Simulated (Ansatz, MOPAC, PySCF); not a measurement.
Molecule: SiH$_{2}$Cl (charge 0, doublet). SMILES: [SiH2]Cl
Geometry: optimised at B3LYP-D3(BJ)/def2-TZVP (Ansatz, a program for electronic structure).

Unscaled harmonic wavenumbers (cm⁻¹) in rising order, each level at the stationary point that it reaches from this structure (no distance between atoms moves by over 0.3 Å); the order of modes can differ between levels, and a negative number is imaginary. B3LYP-D3(BJ)/def2-TZVP (PySCF, at the structure above): 531, 648, 728, 922, 2176, 2217.

AM1 (MOPAC): 425, 501, 531, 785, 2239, 2239. Zero-point energy 9.6 against 10.3 kcal/mol; where all levels lie over 400 cm⁻¹, the wavenumbers are on average 0.866 times those of B3LYP-D3(BJ)/def2-TZVP.

PM7 (MOPAC): 429, 555, 587, 771, 2358, 2370. Zero-point energy 10.1 against 10.3 kcal/mol; where all levels lie over 400 cm⁻¹, the wavenumbers are on average 0.910 times those of B3LYP-D3(BJ)/def2-TZVP.

HF/6-31G* (Ansatz): 564, 704, 819, 1007, 2383, 2408. Zero-point energy 11.3 against 10.3 kcal/mol; where all levels lie over 400 cm⁻¹, the wavenumbers are on average 1.091 times those of B3LYP-D3(BJ)/def2-TZVP.
